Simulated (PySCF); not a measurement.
**Static response to an electric field**

C2H10Si4.
Structure used (GFN2-xTB), in Å, numbered top down from 1:
```xyz
16
C2H10Si4 angstrom
C      3.0596    0.0725    1.3779
C      2.4601   -0.1384    0.3573
Si     1.5043   -0.4363   -1.1987
Si    -0.7508    0.0017   -0.7684
Si    -1.0765    2.0852    0.2154
Si    -1.7971   -1.7457    0.3568
H      3.5941    0.2525    2.2667
H      2.1306    0.4298   -2.2084
H      1.8017   -1.8257   -1.5782
H     -1.3690    0.0620   -2.1183
H     -2.0129    2.0179    1.3413
H      0.1810    2.6238    0.7383
H     -1.6173    3.0933   -0.6989
H     -1.9789   -1.4260    1.7752
H     -3.1230   -2.0750   -0.1710
H     -1.0136   -2.9827    0.3016
```

Level: CAM-B3LYP/def2-SVPD (PySCF), static field, nuclei fixed, core orbitals frozen in the response. The polarisability tensor in these axes (au):

```
x   147.60   2.76   2.03
y     2.76 139.83   3.63
z     2.03   3.63 128.47
```

Task: Diagonalise the tensor; give its mean and Δα, where Δα² is half the sum of the squared differences of the eigenvalues.

Result: Principal values 127.34, 139.61 and 148.94 au; mean 138.63 au = 20.54 Å³ = 22.86 × 10⁻⁴⁰ C²·m²/J; Δα = 18.77 au (14 % of the mean).

Task: What is the dipole moment, and where does it point?

Result: (-0.20, 0.10, 0.09) D, 0.24 D in size, pointing from the negative to the positive side. Measured along this direction, the outermost atoms are H9 at the negative end and H11 at the positive end.

Task: Find the Langevin capture rate constant for H3O+ (19.018 u) meeting this molecule (145.986 u), k = 2.342 × 10⁻⁹ cm³/s × √(α in Å³ / reduced mass in u).

Result: The reduced mass is 16.83 u, so k = 2.59 × 10⁻⁹ cm³/s.

Task: In a dilute gas of rigid molecules at 250 K, how does the orientational term μ²/3kT compare with the electronic polarisability?

Result: In Gaussian units μ²/3kT = 0.58 Å³ against 20.54 Å³, a ratio of 0.03; the Debye molar polarisation (4π/3)N_A(α + μ²/3kT) is 53.3 cm³/mol, leaving out the vibrational part.

Task: In TDDFT the mean static polarisability is Σ f/ω² over all singlet excitations (ω in hartree). How much of it do the 8 lowest give? Their energies (eV) and oscillator strengths: 6.00, 0.0053; 6.26, 0.0026; 6.30, 0.0179; 6.39, 0.0306; 6.43, 0.0678; 6.69, 0.0153; 6.94, 0.0366; 7.13, 0.1551.

Result: They add up to 5.33 au, 3.8 % of the 138.63 au; the largest single term is 2.26 au, from the state at 7.13 eV. Terms in order: 0.11, 0.05, 0.33, 0.56, 1.22, 0.25, 0.56, 2.26 au. Higher excitations give the rest. The strengths listed sum to 0.331.

Task: Molar refractivity from α?

Result: Lorentz–Lorenz: R = (4π/3)N_A α = 2.5225 cm³/(mol·Å³) × 20.54 Å³ = 51.8 cm³/mol, in the limit of long wavelengths.

Task: What would n − 1 = 2πNα be for an ideal gas of these molecules at 273.15 K and 1 atm, electronic part alone?

Result: N = p/kT = 2.6868 × 10¹⁹ cm⁻³, so n − 1 = 2π × N × 20.54 × 10⁻²⁴ cm³ = 3468 × 10⁻⁶ at long wavelengths, for an ideal gas.

The structure is a single GFN2-xTB conformer in the gas phase; no vibrational or solvent corrections. GFN2-xTB frequencies show an imaginary mode (24i cm⁻¹), so this geometry is no minimum at that level.

These values come from a run that also computed excited states. The run took 99 s (grids of density and orbitals included) on Arm Neoverse N1, one thread (shared host), and the process peaked at 1.0 GiB of memory.
